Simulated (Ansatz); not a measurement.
```yaml
crystal:
  periodic: [false, false, false]
  atoms:
    - {symbol: F, position_ang: [1.649648, -0.284792, 0.482448]}
    - {symbol: C, position_ang: [0.353154, -0.373067, 0.169070]}
    - {symbol: Br, position_ang: [-0.274949, -2.150803, 0.464286]}
    - {symbol: B, position_ang: [-0.405137, 0.708652, -0.549555]}
    - {symbol: O, position_ang: [-0.433220, 0.648981, 0.794967]}
    - {symbol: H, position_ang: [-0.847396, 1.387130, -1.407416]}
basis:
  gaussian: {orbitals: STO-3G, final_grid: {core_spheres: 5, valence_spheres: 4, degree: 11}}
hamiltonian: {xc: {name: HF}}
correlation: {method: mp2, frozen_orbitals: {F: 9}}
accuracy: high
```

```sh
$ ansatz run in.yaml --threads 2 --pin off --events-out ev --progress --plain --max-ram 4352MiB
```

**Question.** How does Ansatz answer? (Best estimate.)

**Answer.** Ansatz gave: The program refused the input.
```
Functional definition: HF
Error: "frozen_orbitals" has no count for C
```
